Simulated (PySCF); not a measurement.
# How methods differ on the interval between two levels of Re⁺

Re⁺ [Xe] 4f14 5d5 6s1 [7S3, M_J = 3] → Re⁺ [Xe] 4f14 5d4 6s1 6p1 [7F6, M_J = 6], as a difference of total energies. Calculation: PySCF 2.14, in x2c-SVPall-2c with one added diffuse shell each of s, d type (8s9p10d2f, 99 functions); the two-component X2C-1e Hamiltonian. "Screened" scales the spin-orbit matrix elements by Boettger's factors to mimic the two-electron term; Breit and QED terms are absent.

| method | interval between two levels (cm⁻¹) |
| --- | --- |
| GHF (spin-free) | 60484 |
| GHF (screened spin-orbit) | 64537 |

The labels give the starting determinants; with spin-orbit coupling the two ends relaxed to ⟨J²⟩ = 12.00, ⟨L²⟩ = 0.21, ⟨S²⟩ = 11.81 and ⟨J²⟩ = 42.04, ⟨L²⟩ = 12.91, ⟨S²⟩ = 11.55.
